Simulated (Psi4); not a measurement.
CHCl2 (SMILES Cl[CH]Cl), doublet, geometry from GFN2-xTB, with bond 2-1 at 3.0 times its length; Psi4 with HF/6-31G*.

Input for Psi4:
```
memory 2 GB

molecule mol {
0 2
C     0.142773   -0.008963    0.683594
Cl   -0.427214    4.386555   -1.805427
Cl   -0.053449   -1.451828   -0.182907
H     0.854782   -0.020714    1.491206
}

set {
  basis 6-31g*
  reference uhf
  stability_analysis follow
  scf_type pk
}

energy('scf')
print_variables()
```

What the program printed (banner, timings and long lists left out):

```
   => Loading Basis Set <=

    Name: 6-31G*
    Role: ORBITAL
    Keyword: BASIS

         ---------------------------------------------------------
                                   SCF
               by Justin Turney, Rob Parrish, Andy Simmonett
                          and Daniel G. A. Smith
                              UHF Reference
         ---------------------------------------------------------

  ==> Geometry <==

    Molecular point group: c1
    Full point group: C1

    Geometry (in Angstrom), charge = 0, multiplicity = 2:

       Center              X                  Y                   Z               Mass
    ------------   -----------------  -----------------  -----------------  -----------------
         C            0.314373408991    -1.244660734978     1.404835466633    12.000000000000
         CL          -0.255613591009     3.150857265022    -1.084185533367    34.968852682000
         CL           0.118151408991    -2.687525734978     0.538334466633    34.968852682000
         H            1.026382408991    -1.256411734978     2.212447466633     1.007825032230

  Running in c1 symmetry.

  Rotational constants: A =      0.88851  B =      0.02457  C =      0.02393 [cm^-1]
  Rotational constants: A =  26636.84581  B =    736.66639  C =    717.27212 [MHz]
  Nuclear repulsion =   75.979408139133980

  Charge       = 0
  Multiplicity = 2
  Electrons    = 41
  Nalpha       = 21
  Nbeta        = 20

  ==> Algorithm <==

  SCF Algorithm Type is PK.
  DIIS enabled.
  MOM disabled.
  Fractional occupation disabled.
  Guess Type is SAD.
  Energy threshold   = 1.00e-06
  Density threshold  = 1.00e-06
  Integral threshold = 1.00e-12

  ==> Primary Basis <==

  Basis Set: 6-31G*
    Blend: 6-31G*
    Number of shells: 24
    Number of basis functions: 55
    Number of Cartesian functions: 55
    Spherical Harmonics?: false
    Max angular momentum: 2

  ==> Integral Setup <==

  Using in-core PK algorithm.
   Calculation information:
      Number of atoms:                   4
      Number of AO shells:              24
      Number of primitives:             73
      Number of atomic orbitals:        55
      Number of basis functions:        55

      Integral cutoff                 1.00e-12
      Number of threads:                 1

  Performing in-core PK
  Using 2373140 doubles for integral storage.
  We computed 27393 shell quartets total.
  Whereas there are 45150 unique shell quartets.

  ==> DiskJK: Disk-Based J/K Matrices <==

    J tasked:                  Yes
    K tasked:                  Yes
    wK tasked:                  No
    Schwarz Cutoff:          1E-12

  Minimum eigenvalue in the overlap matrix is 1.9233292661E-02.
  Reciprocal condition number of the overlap matrix is 3.8942890471E-03.
    Using symmetric orthogonalization.

  ==> Pre-Iterations <==

  SCF Guess: Superposition of Atomic Densities via on-the-fly atomic UHF (no occupation information).

   -------------------------
    Irrep   Nso     Nmo
   -------------------------
     A         55      55
   -------------------------
    Total      55      55
   -------------------------

  ==> Iterations <==

                        Total Energy        Delta E     RMS |[F,P]|

   @UHF iter SAD:  -956.37486290215020   -9.56375e+02   0.00000e+00
   @UHF iter   1:  -956.98224749501071   -6.07385e-01   7.35467e-03 DIIS/ADIIS
   @UHF iter   2:  -955.05538333862637    1.92686e+00   2.08781e-02 DIIS/ADIIS
   @UHF iter   3:  -957.06891934129249   -2.01354e+00   3.79013e-03 DIIS/ADIIS
   @UHF iter   4:  -957.09569862567946   -2.67793e-02   1.61234e-03 DIIS/ADIIS
   @UHF iter   5:  -957.10153030469064   -5.83168e-03   6.31301e-04 DIIS/ADIIS
   @UHF iter   6:  -957.10380497077745   -2.27467e-03   2.42872e-04 DIIS/ADIIS
   @UHF iter   7:  -957.10895596813077   -5.15100e-03   5.41894e-04 DIIS/ADIIS
   @UHF iter   8:  -957.10601004563114    2.94592e-03   3.85528e-04 DIIS/ADIIS
   @UHF iter   9:  -957.10689865633935   -8.88611e-04   4.43240e-04 DIIS/ADIIS
   @UHF iter  10:  -957.10586071782734    1.03794e-03   5.24145e-04 DIIS/ADIIS
   @UHF iter  11:  -956.46574521531193    6.40116e-01   1.35193e-02 DIIS/ADIIS
   @UHF iter  12:  -956.88006393938645   -4.14319e-01   1.04774e-02 DIIS/ADIIS
   @UHF iter  13:  -956.58232921746492    2.97735e-01   1.28807e-02 DIIS/ADIIS
   @UHF iter  14:  -957.01595935998762   -4.33630e-01   7.95100e-03 DIIS/ADIIS
   @UHF iter  15:  -957.00050875050556    1.54506e-02   9.21972e-03 DIIS/ADIIS
   @UHF iter  16:  -957.10798713685597   -1.07478e-01   1.55642e-03 DIIS/ADIIS
   @UHF iter  17:  -957.10335672680924    4.63041e-03   1.41748e-03 DIIS/ADIIS
   @UHF iter  18:  -957.11210819626763   -8.75147e-03   9.91072e-04 DIIS/ADIIS
   @UHF iter  19:  -957.11312129282396   -1.01310e-03   1.20076e-03 DIIS/ADIIS
   @UHF iter  20:  -957.10920426165978    3.91703e-03   1.36803e-03 DIIS/ADIIS
   @UHF iter  21:  -957.10880378859417    4.00473e-04   1.33116e-03 DIIS/ADIIS
   @UHF iter  22:  -957.10991840034251   -1.11461e-03   1.21911e-03 DIIS/ADIIS
   @UHF iter  23:  -957.10980165658066    1.16744e-04   1.23608e-03 DIIS/ADIIS
   @UHF iter  24:  -957.11025132537134   -4.49669e-04   1.09753e-03 DIIS/ADIIS
   @UHF iter  25:  -957.11010023649135    1.51089e-04   1.13794e-03 DIIS/ADIIS
   @UHF iter  26:  -957.11118675851856   -1.08652e-03   9.89310e-04 DIIS/ADIIS
   @UHF iter  27:  -957.11190236062043   -7.15602e-04   7.47738e-04 DIIS/ADIIS
   @UHF iter  28:  -957.11251681755380   -6.14457e-04   1.82224e-04 DIIS/ADIIS
   @UHF iter  29:  -957.11262798292944   -1.11165e-04   6.67927e-05 DIIS
   @UHF iter  30:  -957.11267230977842   -4.43268e-05   9.15714e-05 DIIS
   @UHF iter  31:  -957.11272254656637   -5.02368e-05   5.55590e-05 DIIS
   @UHF iter  32:  -957.11272250601689    4.05495e-08   4.22204e-05 DIIS
   @UHF iter  33:  -957.11274887225477   -2.63662e-05   4.41137e-05 DIIS
   @UHF iter  34:  -957.11272878768693    2.00846e-05   4.28110e-05 DIIS
[...]
   @UHF iter  44:  -957.11254551344132   -3.02570e-06   1.32527e-05 DIIS
   @UHF iter  45:  -957.11254022402647    5.28941e-06   1.86863e-05 DIIS
   @UHF iter  46:  -957.11254188217958   -1.65815e-06   1.12947e-05 DIIS
   @UHF iter  47:  -957.11254175561351    1.26566e-07   1.34382e-05 DIIS
   @UHF iter  48:  -957.11254524500578   -3.48939e-06   8.85535e-06 DIIS
   @UHF iter  49:  -957.11254503669522    2.08311e-07   8.16807e-06 DIIS
   @UHF iter  50:  -957.11254500880852    2.78867e-08   8.85028e-06 DIIS
   @UHF iter  51:  -957.11254822217802   -3.21337e-06   8.01157e-06 DIIS
   @UHF iter  52:  -957.11255079740306   -2.57523e-06   7.24670e-06 DIIS
   @UHF iter  53:  -957.11255341642038   -2.61902e-06   6.74298e-06 DIIS
   @UHF iter  54:  -957.11255718829261   -3.77187e-06   6.89729e-06 DIIS
   @UHF iter  55:  -957.11255846969664   -1.28140e-06   6.71550e-06 DIIS
   @UHF iter  56:  -957.11255827220486    1.97492e-07   6.67628e-06 DIIS
   @UHF iter  57:  -957.11255846786855   -1.95664e-07   6.94460e-06 DIIS
   @UHF iter  58:  -957.11255851824433   -5.03758e-08   6.97076e-06 DIIS
   @UHF iter  59:  -957.11255770669777    8.11547e-07   6.70227e-06 DIIS
   @UHF iter  60:  -957.11255844276604   -7.36068e-07   6.68583e-06 DIIS
   @UHF iter  61:  -957.11255964366774   -1.20090e-06   6.84366e-06 DIIS
   @UHF iter  62:  -957.11256160029484   -1.95663e-06   6.56137e-06 DIIS
   @UHF iter  63:  -957.11256443626917   -2.83597e-06   5.49542e-06 DIIS
   @UHF iter  64:  -957.11256613018224   -1.69391e-06   3.30583e-06 DIIS
   @UHF iter  65:  -957.11256679718986   -6.67008e-07   5.76461e-06 DIIS
   @UHF iter  66:  -957.11256687030914   -7.31193e-08   2.42928e-06 DIIS
   @UHF iter  67:  -957.11256691331857   -4.30094e-08   2.86398e-06 DIIS
   @UHF iter  68:  -957.11256696678402   -5.34654e-08   8.22162e-07 DIIS
  Energy and wave function converged.

    Negative totally symmetric eigenvalue detected: -0.198856
    Wavefunction unstable!
    Lowest UHF->UHF stability eigenvalues:
       A -0.198856

    Rotating orbitals by 0.5 * pi / 2 radians along unstable eigenvector.
    Running SCF again with the rotated orbitals.
   @UHF iter  69:  -956.94544706079091   -9.56945e+02   8.57414e-03 DIIS/ADIIS
   @UHF iter  70:  -956.90004714352074    4.53999e-02   9.83154e-03 DIIS/ADIIS
   @UHF iter  71:  -957.22874648054608   -3.28699e-01   2.45421e-03 DIIS/ADIIS
   @UHF iter  72:  -957.24624441487595   -1.74979e-02   1.38311e-03 DIIS/ADIIS
   @UHF iter  73:  -957.25134163064638   -5.09722e-03   8.15582e-04 DIIS/ADIIS
   @UHF iter  74:  -957.25454617455807   -3.20454e-03   4.27764e-04 DIIS/ADIIS
   @UHF iter  75:  -957.25683852798056   -2.29235e-03   2.42865e-04 DIIS/ADIIS
   @UHF iter  76:  -957.25820792378499   -1.36940e-03   1.06974e-04 DIIS/ADIIS
   @UHF iter  77:  -957.25836649540122   -1.58572e-04   5.43733e-05 DIIS
   @UHF iter  78:  -957.25841006929375   -4.35739e-05   3.19358e-05 DIIS
   @UHF iter  79:  -957.25842481632549   -1.47470e-05   2.42229e-05 DIIS
   @UHF iter  80:  -957.25843775937039   -1.29430e-05   1.68262e-05 DIIS
   @UHF iter  81:  -957.25844676821100   -9.00884e-06   1.07780e-05 DIIS
   @UHF iter  82:  -957.25845049368831   -3.72548e-06   5.18998e-06 DIIS
   @UHF iter  83:  -957.25845124256455   -7.48876e-07   2.93338e-06 DIIS
   @UHF iter  84:  -957.25845142341348   -1.80849e-07   2.38527e-06 DIIS
   @UHF iter  85:  -957.25845154154160   -1.18128e-07   2.29101e-06 DIIS
   @UHF iter  86:  -957.25845164642317   -1.04882e-07   2.26924e-06 DIIS
   @UHF iter  87:  -957.25845176136886   -1.14946e-07   2.26466e-06 DIIS
   @UHF iter  88:  -957.25845203662459   -2.75256e-07   2.25808e-06 DIIS
   @UHF iter  89:  -957.25845331911728   -1.28249e-06   2.23140e-06 DIIS
   @UHF iter  90:  -957.25845614694424   -2.82783e-06   2.26191e-06 DIIS
   @UHF iter  91:  -957.25845609097735    5.59669e-08   2.26985e-06 DIIS
   @UHF iter  92:  -957.25845656239449   -4.71417e-07   2.23398e-06 DIIS
   @UHF iter  93:  -957.25845819622145   -1.63383e-06   2.25118e-06 DIIS
   @UHF iter  94:  -957.25845888478102   -6.88560e-07   2.11591e-06 DIIS
   @UHF iter  95:  -957.25847416822580   -1.52834e-05   4.52550e-05 DIIS
   @UHF iter  96:  -957.25847439370386   -2.25478e-07   3.48859e-05 DIIS
   @UHF iter  97:  -957.25847364259607    7.51108e-07   3.76018e-05 DIIS
   @UHF iter  98:  -957.25847868134701   -5.03875e-06   3.55742e-05 DIIS
   @UHF iter  99:  -957.25847060577644    8.07557e-06   8.64531e-05 DIIS
   @UHF iter 100:  -957.25848181855770   -1.12128e-05   4.64736e-05 DIIS

PsiException: Could not converge SCF iterations in 100 iterations.

Traceback (most recent call last):
  File "psi4", line 375, in <module>
  File "<string>", line 27, in <module>
  File "site-packages/psi4/driver/driver.py", line 533, in energy
  File "site-packages/psi4/driver/procrouting/proc.py", line 2760, in run_scf
  File "site-packages/psi4/driver/procrouting/proc.py", line 2047, in scf_helper
  File "site-packages/psi4/driver/procrouting/scf_proc/scf_iterator.py", line 99, in scf_compute_energy
  File "site-packages/psi4/driver/procrouting/scf_proc/scf_iterator.py", line 674, in scf_finalize_energy
  File "site-packages/psi4/driver/procrouting/scf_proc/scf_iterator.py", line 609, in scf_iterate

psi4.driver.p4util.exceptions.SCFConvergenceError: Could not converge SCF iterations in 100 iterations.

Printing out the relevant lines from the Psithon --> Python processed input file:
    core.IO.set_default_namespace("mol")
    core.set_global_option("BASIS", "6-31g*")
    core.set_global_option("REFERENCE", "uhf")
    core.set_global_option("STABILITY_ANALYSIS", "follow")
    core.set_global_option("SCF_TYPE", "pk")
--> energy('scf')
    print_variables()

!-------------------------------------------------------!
!                                                       !
!  Could not converge SCF iterations in 100 iterations. !
!                                                       !
!-------------------------------------------------------!
```

Convergence was not reached.
